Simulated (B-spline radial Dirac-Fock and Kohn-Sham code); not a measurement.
## Levels of muonic ¹⁴⁶Dy

Nucleus: ¹⁴⁶Dy, Fermi distribution (skin thickness 2.3 fm), rms radius 5.0438 fm (measured, Angeli and Marinova 2013).

These are calculated numbers from an atomic code on a B-spline grid; the model is the Dirac equation of a negative muon with reduced mass in the field of a spherical finite nucleus, with the Uehling potential to all orders; nuclear polarisation, deformation, hyperfine structure, self-energy, higher-order vacuum polarisation, relativistic recoil and electron screening are left out. For strongly deformed nuclei the low levels mix with nuclear rotations, which this model lacks.

```csv
level,binding (keV),"point nucleus, no QED (keV)",vacuum polarisation (keV),⟨r⟩ (fm)
1s1/2,7924,13050,52.557,8.9
2s1/2,2503,3315,13.210,28.3
2p1/2,3167,3315,20.402,18.7
2p3/2,3058,3107,18.759,19.5
3s1/2,1196,1450,4.837,59.3
3p1/2,1399,1450,6.577,47.0
3p3/2,1370,1388,6.210,48.1
3d3/2,1393,1388,5.803,39.4
3d5/2,1375,1369,5.543,40.2
4d3/2,781.7,779.6,2.463,79.3
4d5/2,774.1,771.9,2.363,80.3
4f5/2,773.9,771.9,2.022,68.7
4f7/2,770.1,768.1,1.982,69.2
```

Task: By how much does the finite nuclear size lower the 1s binding energy?

Result: By 5180 keV, 39.69 % of the point-nucleus value (point value plus vacuum polarisation less the binding energy). The 1s orbit has ⟨r⟩ = 8.9 fm.
